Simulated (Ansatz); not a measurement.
Ideal-gas functions of CH4Br2Si, SMILES `C[SiH](Br)Br` at 400 K and 1 bar, from an Ansatz frequency run at PBE0-D4/def2-TZVP.

Molar mass 203.94 g/mol, point group Cs (symmetry number 1), electronic degeneracy 1, moments of inertia 148.28, 539.611, 657.173 u Å². Harmonic wavenumbers (cm⁻¹, unscaled): 116, 161, 171, 211, 384, 456, 665, 733, 750, 832, 889, 1276, 1438, 1441, 2263, 3055, 3144, 3153.

Use S(trans) = R[1.5 ln M + 2.5 ln T − 1.1517]; rotational temperatures θ = 24.2544 K / I; S(rot) = R[ln(√π/σ · √(T³/θAθBθC)) + 1.5]; for each mode x = 1.438777 ν̃/T, S = R[x/(eˣ − 1) − ln(1 − e⁻ˣ)] and H = RT x/(eˣ − 1); 1 cm⁻¹ = 0.0119627 kJ/mol; R = 8.31446 J/(mol·K).

Q: By hand: the entropy, in J/(mol·K).

A: Translation 181.3. Rotation: θ = 0.1636, 0.0449, 0.0369 K, giving 126.1. Vibration, mode by mode: 15.64, 12.97, 12.49, 10.80, 6.26, 5.07, 2.80, 2.31, 2.20, 1.74, 1.48, 0.48, 0.29, 0.29, 0.02, 0.00, 0.00, 0.00, in all 74.9. Electronic 0.0. Sum 382.3 J/(mol·K).

Q: By hand: H − E and G − E in kJ/mol, counted from the electronic energy.

A: Zero-point energy ½ × 21138 × 0.0119627 = 126.4; thermal vibration 16.1; translation, rotation and pV give 4 RT = 13.3. H − E = 155.8 kJ/mol, and G − E = 155.8 − 400 × 382.3/1000 = 2.9 kJ/mol.

Vibration gives 20 % of the entropy, 15.6 J/(mol·K) of it from the mode under 150 cm⁻¹: soft modes count most, and the harmonic formula is weakest for them.
